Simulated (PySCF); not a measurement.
NMR data sheet: C$_{6}$H$_{12}$O

* Formula: C6H12O
* SMILES: OC1CCCCC1
* InChI: InChI=1S/C6H12O/c7-6-4-2-1-3-5-6/h6-7H,1-5H2
* Point group of the computed structure: C1
* Degrees of unsaturation: 1
* Carbon signals: 4
* Proton signals: 8

Atoms are numbered as in `[OH:1][CH:2]1[CH2:3][CH2:4][CH2:5][CH2:6][CH2:7]1`; H(Xn) means a hydrogen on atom n. Ha(C3), Ha(C4), Ha(C5), Ha(C6), Ha(C7) are cis to O1 on the ring; Hb(C3), Hb(C4), Hb(C5), Hb(C6), Hb(C7) are trans to O1 on the ring.

Method: GIAO B97-2/pcSseg-2 shieldings, geometry: PBE0-D3(BJ)/def2-TZVP, in PySCF 2.14.0 with density-fitted response routines (a single conformation, averaged over atoms made equivalent by symmetry, fast rotation or ring inversion, non-relativistic, no solvent model).

Referencing at the same level of theory: TMS for ¹H (σref 31.64), ¹³C (σref 185.38); ¹⁷O (σref 327.66) against H2O.

| carbon | δC, type | δH (multiplicity) | HMBC from (2–3 bonds) | span of the C tensor (ppm) |
| --- | --- | --- | --- | --- |
| C2 | 75.9, CH | 3.25 (m) | Hb(C3)/Hb(C7), Ha(C4)/Ha(C6), Hb(C4)/Hb(C6), Ha(C3)/Ha(C7) | 62 |
| C3/C7 | 42.2, CH2 | Ha(C3) 0.79 (m); Hb(C3) 2.09 (m) | H(C2), Hb(C3)/Hb(C7), Ha(C4)/Ha(C6), Hb(C5), Hb(C4)/Hb(C6), Ha(C5), Ha(C3)/Ha(C7) | 27 |
| C4/C6 | 29.9, CH2 | Hb(C4) 1.31 (m); Ha(C4) 1.77 (m) | H(C2), Hb(C3)/Hb(C7), Ha(C4)/Ha(C6), Hb(C5), Hb(C4)/Hb(C6), Ha(C5), Ha(C3)/Ha(C7) | 14 |
| C5 | 30.1, CH2 | Hb(C5) 1.61 (m); Ha(C5) 1.07 (m) | Hb(C3)/Hb(C7), Ha(C4)/Ha(C6), Hb(C4)/Hb(C6), Ha(C3)/Ha(C7) | 8 |

Other nuclei:
```json
{"atoms": "H(O1)", "nucleus": "¹H", "environment": "hydrogen on an alcohol oxygen", "δ (ppm)": "-0.22", "σ (ppm)": "31.86"}
{"atoms": "O1", "nucleus": "¹⁷O", "environment": "alcohol oxygen", "δ (ppm)": "76.2", "σ (ppm)": "251.5"}
```

Carbon types of the structure: 1 × CH, 5 × CH2, leaving 1 H on heteroatoms. δC 75.9: sp3 CH bonded to O; deshielded by the electronegative neighbour. δC 42.2, 30.1, 29.9: sp3 CH2 in a ring; a saturated carbon with 2 carbon neighbours and no heteroatom attached. δH 3.25: hydrogen on an sp3 CH bonded to O; its carbon carries O, hence the downfield position. δH 2.09, 1.77, 1.61, 1.31, 1.07, 0.79: hydrogen on an sp3 CH2 in a ring. δH -0.22: hydrogen on an alcohol oxygen; labile proton, position sensitive to the medium.

Exchangeable OH/NH protons stand at their gas-phase positions; hydrogen bonding in a real sample shifts them, mostly to higher δ. Shifts are as computed. Against solution values, carbons near 30 ppm lie about +3 ppm off and those near 130 ppm about +7 ppm. Of 1309 compounds with measured shifts, 239 miss one by over three times the rms of a fit or turn the order of signals round; such compounds aren't used in these exercises. Experimental scales use liquid or dissolved standards, which lie at an offset from isolated H2O (liquid H2O: subtract about 36 ppm). No couplings were computed; multiplicities are counted from neighbouring protons, with m where these are inequivalent, close in shift, in a saturated or five-membered ring or joined by F or P, and br s for small geminal =CH2 splittings.
